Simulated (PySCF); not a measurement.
Species: C₅H₆SSi.
Geometry (GFN2-xTB, Å), atoms numbered from 1 in this order:
```
atom  x, y, z in Å
C1    -3.2811   -0.0418    0.0531
C2    -1.8398   -0.0405    0.0210
C3    -0.6339   -0.0267    0.0277
C4     0.7589   -0.0358   -0.0309
C5     1.6758    0.3207    0.8999
Si6    3.2281   -0.0296   -0.0719
S7     1.6234   -0.5771   -1.4963
H8    -3.6708    0.5511   -0.7745
H9    -3.6525   -1.0623   -0.0434
H10   -3.6372    0.3803    0.9929
H11    1.4379    0.6882    1.8839
H12    3.9835    1.0917   -0.6087
H13    4.0033   -1.2175    0.2509
```

Theory: TDDFT PBE0/def2-SVPD, vertical, gas phase, core orbitals frozen in the response (PySCF 2.14.0, density-fitted response routines).

Transition dipole moments from the ground state, in atomic units and in the frame of the coordinates above (overall signs are arbitrary), for the states with f of 0.002 or more among the lowest 7:

```
state  E (eV)      μx      μy      μz
   S1   4.066  -0.428  -0.207  -0.545
   S2   4.332   0.002   0.225  -0.077
   S5   5.312   1.166   0.038   0.051
   S7   5.747  -0.005   0.166  -0.067
```

(1) Work out the oscillator strengths.

(2) What angle do the transition dipoles of S1 and S5 make?

(3) What peak molar absorption coefficient would the strongest computed level give as a lone Gaussian band 0.3 eV wide at half height?

Answers

(1) f = (2/3) ΔE |μ|² with ΔE in hartree (27.2114 eV).

```csv
state,|μ|² (au),|μ| (D),f
S1,0.523,1.84,0.052
S2,0.056,0.60,0.006
S5,1.363,2.97,0.177
S7,0.032,0.46,0.005
```

(2) |cos θ| = |μa·μb| / (|μa| |μb|) = 0.63, so θ ≈ 51° (taken between 0 and 90°, since the signs are arbitrary).

(3) ε(max) = 2.175×10⁸ f / FWHM, with the width in cm⁻¹. S5: 2.175×10⁸ × 0.1774 / 2420 ≈ 16000 L mol⁻¹ cm⁻¹.

The run took 51 s on one thread, Arm Neoverse N1 (aarch64), shared host with 64 logical CPUs at a one-minute load of 60, and the process peaked at 0.80 GiB of memory.
